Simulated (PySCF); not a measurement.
Gas-phase equilibrium of 1 mol ZnCl2, 0.37 mol H2O at 1000 K and 0.133 bar, among 18 species (ClO, O2, HCl, O, HO2, Zn, H2O, H, Zn(OH)2, HOCl, H2O2, O3, H2, ZnH2, ZnCl2, Cl, Cl2, OH). Only gases are allowed; each row takes one source of thermochemistry for all species, and Cantera finds the minimum.

Computed with PySCF and rigid-rotor harmonic-oscillator thermochemistry at 1 bar. † marks an energy on the PBE0/def2-TZVP geometry and frequencies; other levels use their own. 6-31G* has spherical d functions here. Open shells (unrestricted) among the columns below: O2 (multiplicity 3); the rest are closed-shell singlets. B3LYP is the form with VWN-RPA correlation. Zn: all electrons, no relativistic terms. No R ln 2 is added for the mirror-image form of Zn(OH)2. Zn(OH)2: computed as isolated molecules; such fragments, hydroxides, amides, oligomers or adducts are transient or little studied in the gas. The harmonic model lacks anharmonicity and excited electronic states, which grow with temperature; levels with a mode under 35 cm⁻¹ are left out. Soft modes under 120 cm⁻¹ make the harmonic entropy rough for ZnCl2.

Molecules larger than those listed are left out. Table species left out: Zn+.

Mole fractions:

| thermochemistry | x ZnCl2 | x H2O | x HCl | x Zn(OH)2 | x Zn | x O2 |
|---|---|---|---|---|---|---|
| B3LYP/6-31G* | 0.73 | 0.26 | 0.0061 | 0.0030 | 2.7e-8 | 2.7e-5 |
| B3LYP/def2-TZVP† | 0.73 | 0.27 | 0.0012 | 0.00034 | 0.00028 | 0.00014 |
| PBE/def2-SVP | 0.73 | 0.27 | 0.0016 | 0.00066 | 0.00012 | 6.5e-5 |
| PBE/def2-TZVP† | 0.73 | 0.27 | 0.0015 | 0.00060 | 0.00015 | 7.5e-5 |
| PBE0/def2-SVP† | 0.73 | 0.27 | 0.00059 | 0.00022 | 7.1e-5 | 3.6e-5 |
| ωB97X-V/def2-TZVP† | 0.73 | 0.27 | 0.00082 | 0.00040 | 1.0e-5 | 5.5e-6 |
The most sensitive of these is Zn: it spans a factor of 10^4.0 over these rows; at this temperature one factor of ten is RT ln 10 = 19 kJ/mol.
